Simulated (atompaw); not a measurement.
Cutoff test, C (Z = 6), PAW (atompaw)

* Element: carbon (C)
* Generator: atompaw 4.2.0.5
* Type: PAW
* Functional: PBE
* Relativity: scalar-relativistic
* Frozen core: [He]
* Valence charge: 4
* Reference configuration: 2s2 2p1.5 (charge +0.5)
* Partial waves: 2s (bound); 2s channel at -0.35 Ry; 2p (bound); 2p channel at 0.95 Ry
* Local potential: troulliermartins scheme with l = 2 at 1 Ry, radius 2.00 bohr
* Core correction: smooth core density matched at 1.55 bohr
* Augmentation charge: besselshape compensation charge, radius 2.05 bohr; PAW radius 2.35 bohr; waves and projectors: bloechl

The pseudo-atom Hamiltonian at the reference potential is diagonalised in spherical Bessel functions j_l(qr) that vanish at 20 bohr, with q² up to the cutoff. All-electron valence levels (Ry): 2s -1.4241, 2p -0.7879.

**Question.** How do the lowest levels (Ry) of each channel move with the cutoff, and are there ghosts?

**Answer.**

| cutoff (Ry) | s #1 | p #1 | p #2 | d #1 | f #1 | f #2 | Σ f·Δε (mRy) |
| --- | --- | --- | --- | --- | --- | --- | --- |
| 8 | -1.3997 | -0.6541 | -0.0750 | -0.0186 | 0.0408 | 0.1619 | 249.6 |
| 12 | -1.4203 | -0.7426 | -0.0822 | -0.0187 | 0.0408 | 0.1619 | 75.6 |
| 18 | -1.4233 | -0.7811 | -0.0857 | -0.0187 | 0.0408 | 0.1619 | 11.9 |
| 21 | -1.4233 | -0.7853 | -0.0861 | -0.0187 | 0.0408 | 0.1619 | 5.4 |
| 30 | -1.4237 | -0.7879 | -0.0864 | -0.0187 | 0.0408 | 0.1619 | 1.0 |
| 40 | -1.4241 | -0.7879 | -0.0864 | -0.0187 | 0.0408 | 0.1619 | 0.2 |
| 400 | -1.4241 | -0.7879 | -0.0864 | -0.0187 | 0.0408 | 0.1619 | 0.0 |

Result: no extra level below or beside the all-electron valence levels (s, p, d, f tested); 10 mRy is reached at 21 Ry and 1 mRy at 30 Ry.
